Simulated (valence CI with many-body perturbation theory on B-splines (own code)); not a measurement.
**Hyperfine factors and g values of Br²⁸⁺**

Calculated by relativistic CI+MBPT: five valence electrons over a frozen Dirac-Fock core [He], radial functions for each j: 9 s, 9 p, 8 d, 6 f, 3 g, 1 h, with the one-electron correlation potential Σ1 (screened to all orders), the two-electron term Σ2, the three-electron term Σ3, Breit, model QED; selected single and double excitations, second order for the rest (own B-spline code, finite nucleus).

The last digits are not significant, and no measured levels were compared; by estimate large intervals hold to a few tenths of a per cent, small ones and those within an open d or f shell to about a per cent. Among the levels kept, up to 1500 cm⁻¹ of a level comes from second order outside the variational space, and about a tenth of that is noise between levels of different J, which matters for small intervals.

A/g_I is the dipole constant over the nuclear g factor μ/I (μ in nuclear magnetons, uniformly magnetised nucleus), B/Q the quadrupole constant per barn. Both hold the static response of the core; the bare values leave it out. Large factors of s and p1/2 electrons are usually good to 5 to 10 %; those of open d and f shells near neutrality can be off by tens of per cent, and small factors of p3/2, d and f electrons come from cancelling terms and can be off by a factor of two or in sign, in half-filled shells by more. B is blank for J = 1/2, where it vanishes, and for nearly pure S terms. Energies count from the lowest level.

Levels are named by their leading jj configuration (3d3/2^4 stands for four electrons in 3d with j = 3/2), which in mixed levels can hold well under half, so a name can repeat and another be missing. Letters in brackets count levels of one name in rising energy.

```
                             Level  E (Ry)      g  A/g_I (MHz)  A/g_I bare  B/Q (MHz/b)  B/Q bare
        (2s^2 2p1/2^2 2p3/2) J=3/2    0.00  1.577        51900       57000        82900     83100
        (2s^2 2p1/2 2p3/2^2) J=3/2    3.09  1.297        21700       24800        70400     70600
        (2s^2 2p1/2 2p3/2^2) J=5/2    3.98  1.193       141000      142000         -871      -874
        (2s^2 2p1/2 2p3/2^2) J=1/2    5.15  0.656       411000      406000                       
              (2s^2 2p3/2^3) J=3/2    8.10  1.241        78400       80700      -154000   -155000
        (2s 2p1/2^2 2p3/2^2) J=5/2   11.90  1.551       313000      312000        96200     96500
        (2s 2p1/2^2 2p3/2^2) J=3/2   14.03  1.559        83300       88700      -100000   -101000
        (2s 2p1/2^2 2p3/2^2) J=1/2   14.16  2.459       943000      932000                       
      (2s 2p1/2 2p3/2^3) J=3/2 [a]   16.67  1.086        57900       59700      -123000   -124000
          (2s 2p1/2 2p3/2^3) J=5/2   17.61  1.236       386000      381000      -232000   -233000
          (2s 2p1/2 2p3/2^3) J=1/2   19.02  1.551       195000      197000                       
      (2s 2p1/2 2p3/2^3) J=3/2 [b]   19.77  1.202        32600       38500        60100     60300
                (2s 2p3/2^4) J=1/2   23.17  1.306      1000000      977000                       
           (2p1/2^2 2p3/2^3) J=3/2   29.63  1.327        67000       72300      -133000   -134000
             (2p1/2 2p3/2^4) J=1/2   33.34  0.656       412000      405000                       
           (2s^2 2p1/2^2 3s) J=1/2  129.78  2.120       344000      340000                       
        (2s^2 2p1/2^2 3p1/2) J=1/2  132.50  0.675       112000      111000                       
   (2s^2 2p1/2 2p3/2 3s) J=3/2 [a]  132.79  1.689        98000       99900        90900     91200
       (2s^2 2p1/2 2p3/2 3s) J=1/2  133.13  1.222      -121000     -114000                       
       (2s^2 2p1/2 2p3/2 3s) J=5/2  133.53  1.407       191000      192000        51400     51600
   (2s^2 2p1/2 2p3/2 3s) J=3/2 [b]  133.80  1.051       128000      131000        39900     40000
        (2s^2 2p1/2^2 3p3/2) J=3/2  133.87  1.344        20900       22100        31100     31200
    (2s^2 2p1/2 2p3/2 3p1/2) J=1/2  135.49  1.610       -49600      -43200                       
(2s^2 2p1/2 2p3/2 3p1/2) J=3/2 [a]  135.79  1.164        97100       98900         3200      3220
    (2s^2 2p1/2 2p3/2 3p1/2) J=5/2  136.30  1.174       141000      143000        45900     46100
(2s^2 2p1/2 2p3/2 3p3/2) J=5/2 [a]  136.65  1.429         4930        7660       143000    143000
(2s^2 2p1/2 2p3/2 3p3/2) J=1/2 [a]  136.81  1.889       -97700      -92400                       
        (2s^2 2p1/2^2 3d3/2) J=3/2  136.83  0.757        14200       13800         2670      2770
(2s^2 2p1/2 2p3/2 3p3/2) J=3/2 [a]  137.01  1.281        94700       95900       -46100    -46300
           (2s^2 2p3/2^2 3s) J=5/2  137.18  1.381       139000      139000        85800     86000
(2s^2 2p1/2 2p3/2 3p1/2) J=3/2 [b]  137.30  1.521       119000      122000        42100     42200
    (2s^2 2p1/2 2p3/2 3p3/2) J=7/2  137.38  1.295        94700       96300        82100     82300
           (2s^2 2p3/2^2 3s) J=3/2  137.44  1.106        26500       30500        34600     34700
        (2s^2 2p1/2^2 3d5/2) J=5/2  137.44  1.198         3690        3840        -2500     -2390
(2s^2 2p1/2 2p3/2 3p3/2) J=3/2 [b]  137.74  1.265        41400       44000        45200     45400
(2s^2 2p1/2 2p3/2 3p3/2) J=5/2 [b]  138.11  1.181       121000      121000        18600     18700
(2s^2 2p1/2 2p3/2 3p3/2) J=1/2 [b]  138.66  0.748       388000      385000                       
           (2s^2 2p3/2^2 3s) J=1/2  138.98  1.979       354000      348000                       
       (2s 2p1/2^2 2p3/2 3s) J=5/2  139.60  1.888       336000      336000        34300     34500
(2s^2 2p1/2 2p3/2 3d3/2) J=3/2 [a]  139.89  0.955        25600       26600       -67000    -67200
```

(1) Take the isotope of mass number 79, with I = 3/2, μ = 2.1046 μN and Q = 0.3087 b. What is the hyperfine structure of (2s 2p1/2^2 2p3/2^2) J=5/2?

Answers

(1) From the table A = 439000 MHz, B = 29700 MHz. Shifts from the centre of gravity in MHz: F = 1: -2280000, F = 2: -1430000, F = 3: -126000, F = 4: 1650000.
